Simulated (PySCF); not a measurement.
# Telling isomers of C$_{9}$H$_{13}$F$_{3}$ apart by NMR

Computed data (PySCF): shielding tensors at PBE0/pcSseg-1 (GIAO), structure optimised with PBE0-D3(BJ)/def2-SVP, B3LYP/pcJ-1 coupling constants (spin–dipole term left out of most H,H and C,H couplings). Non-relativistic Hamiltonian, isolated molecule, a single conformation, rapidly exchanging positions averaged.

Referencing at the same level of theory: 1H and 13C vs TMS. Multiplet labels drop J under 1 Hz and among equivalent protons, and merge close values. Unscaled 3J(H,H) run several per cent high. One-bond C–F couplings are unscaled and too large by tens of Hz. Shifts are as computed. Against solution values, carbons near 30 ppm lie about +2 ppm off and those near 130 ppm about +5 ppm (rms about the fit 1.9 ppm; single classes can miss by 10 ppm). Of 1328 compounds with measured shifts, 309 miss one by over three times the rms of a fit or turn the order of signals round; such compounds aren't used in these exercises. Signals without a measured value on file couldn't be tested in this way; 1H shifts scatter by 0.2 ppm about their fit, and single ones miss by 0.5 ppm.

(1) Tabulate the signals of `FC(F)[C@@]12CCC[C@@H]1[C@@H](F)CC2`, `FC(F)(F)[C@@]12CCCC[C@@H]1CC2` and their relative energies.

(2) What is the quickest way to tell FC(F)[C@@]12CCC[C@@H]1[C@@H](F)CC2 from FC(F)(F)[C@@]12CCCC[C@@H]1CC2?

## Answers

(1) 
```tsv
SMILES	carbon types	δC	δH	E rel. (kcal/mol)
FC(F)[C@@]12CCC[C@@H]1[C@@H](F)CC2	1×C 3×CH 5×CH2	122.9, 102.6, 59.0, 53.1, 35.8, 35.6, 34.5, 30.3, 27.5	5.80 (ddd, 1H), 4.60 (m, 1H), 2.36 (m, 1H), 2.07 (m, 1H), 2.05 (m, 1H), 1.95 (m, 1H), 1.82 (dtd, 1H), 1.63 (m, 1H), 1.57 (m, 1H), 1.41 (m, 1H), 1.38 (m, 1H), 1.33 (m, 1H), 1.02 (m, 1H)	0.0
FC(F)(F)[C@@]12CCCC[C@@H]1CC2	2×C 1×CH 6×CH2	133.6, 41.2, 32.9, 30.1, 27.6, 26.6, 24.0, 22.9, 19.4	2.42 (m, 1H), 2.11 (m, 1H), 2.04 (td, 1H), 1.85 (qdq, 1H), 1.57 (m, 1H), 1.49 (m, 1H), 1.40 (m, 1H), 1.38 (m, 1H), 1.38 (m, 1H), 1.37 (m, 1H), 1.35 (m, 1H), 1.32 (m, 1H), 1.24 (ddd, 1H)	4.5
```

Energies are electronic energies at PBE0/pcSseg-1 on these geometries, without zero-point or thermal terms, each for the one conformer computed, which needn't be the lowest.

(2) Both give the same number of carbon signals, but DEPT or the intensities differ. The first has an sp3 CH bonded to 2 F at 122.9 ppm, the second a CF3 carbon (C) at 133.6 ppm. In the proton spectra the most deshielded non-exchanging signals are 5.80 (ddd, J = 67.0, 65.4, 1.0 Hz, 1H) and 2.42 (m, 1H).
